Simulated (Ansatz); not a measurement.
Start from `BCl` and change one element to get `BI`.

Ansatz, PBE0-D4/def2-TZVP geometries, multiplicity 1. 

Elements past krypton have def2 core potentials.

```json
{"property": "HOMO–LUMO gap (PBE0/def2-TZVPP) / eV", "`BCl`": "6.83"}
{"property": "ideal-gas entropy at 298 K and 1 bar (rigid rotor, harmonic PBE0-D4/def2-TZVP) / J/(mol·K)", "`BCl`": "234"}
{"property": "size of the dipole moment (ωB97M-V/def2-TZVPP) / D", "`BCl`": "0.52"}
{"property": "HOMO energy (ωB97M-V/def2-TZVPP) / eV", "`BCl`": "-10.92"}
{"property": "LUMO energy (ωB97M-V/def2-TZVPP) / eV", "`BCl`": "0.20"}
{"property": "HOMO energy (PBE/def2-TZVPP) / eV", "`BCl`": "-7.27"}
```

Question: What does the change do to each property? (An estimate is asked.)

Answer: The calculation gave: 
| property | `BI` | shift |
| --- | --- | --- |
| HOMO–LUMO gap (PBE0/def2-TZVPP) / eV | 5.36 | -1.47 |
| ideal-gas entropy at 298 K and 1 bar (rigid rotor, harmonic PBE0-D4/def2-TZVP) / J/(mol·K) | 254 | 20 |
| size of the dipole moment (ωB97M-V/def2-TZVPP) / D | 0.47 | -0.05 |
| HOMO energy (ωB97M-V/def2-TZVPP) / eV | -9.71 | 1.21 |
| LUMO energy (ωB97M-V/def2-TZVPP) / eV | -0.26 | -0.46 |
| HOMO energy (PBE/def2-TZVPP) / eV | -6.45 | 0.82 |

With PBE0 the HOMO rises by 1.08 eV and the LUMO falls by 0.39 eV, so the gap narrows by about 1.47 eV. PBE moves the HOMO by 0.82 eV and ωB97M-V by 1.21 eV. Dipoles are sizes alone; their direction can turn.

Spin–orbit coupling is left out; it splits and shifts lone-pair levels of the heavy atoms by tenths of an eV.
